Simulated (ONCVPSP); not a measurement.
## Ranking ONCV potentials for Ne (Z = 10)

All share these settings but for the change named:

| Property | Result |
| --- | --- |
| Element | Ne |
| Generator | ONCVPSP 4.0.1 |
| Type | optimised norm-conserving Vanderbilt (ONCV) |
| Functional | PBE |
| Relativity | scalar-relativistic |
| Frozen core | [He] |
| Valence charge | 8 |
| Reference configuration | 2s2 2p5 (charge +1) |
| Partial waves | 2s: rc 0.75 bohr, ncon 5, nbas 8, qcut 8.6 1/bohr, 1 projector; 2p: rc 1.10 bohr, ncon 5, nbas 10, qcut 10.8 1/bohr, 2 projectors, debl 1.4 Ha; d scattering state at 0.41 Ha: rc 1.05 bohr, ncon 3, nbas 7, qcut 10.1 1/bohr, 2 projectors, debl 2.6 Ha |
| Local potential | polynomial inside 0.55 bohr (lpopt 3, dvloc0 1 Ha) |
| Core correction | Teter function, fcfact 5.25, rcfact 1.4 |

Test errors are all-electron minus pseudo excitation energies from the reference, over 2s2 2p6; 2s2 2p4; 2s2 2p3; 2s1 2p6. None of these files shows a bound ghost.

The base gives 345.6 meV.

Of 7 variants that were run, those that failed, showed a ghost or another fault, or gave nearly equal values are left out.

Problem. Rank these variants by their largest absolute test error, smallest first.
A. s: qcut 11.5; p: qcut 14.5; d: qcut 13.6
B. s: qcut 5.8; p: qcut 7.3; d: qcut 6.9
C. s: qcut 10.7; p: qcut 13.4; d: qcut 12.5
D. s: qcut 7.5; p: qcut 9.4; d: qcut 8.8
E. s: qcut 12.5; p: qcut 15.6; d: qcut 14.6

Solution. E (164.4 meV), A (188.8 meV), C (221.2 meV), D (451.7 meV), B (696.6 meV).
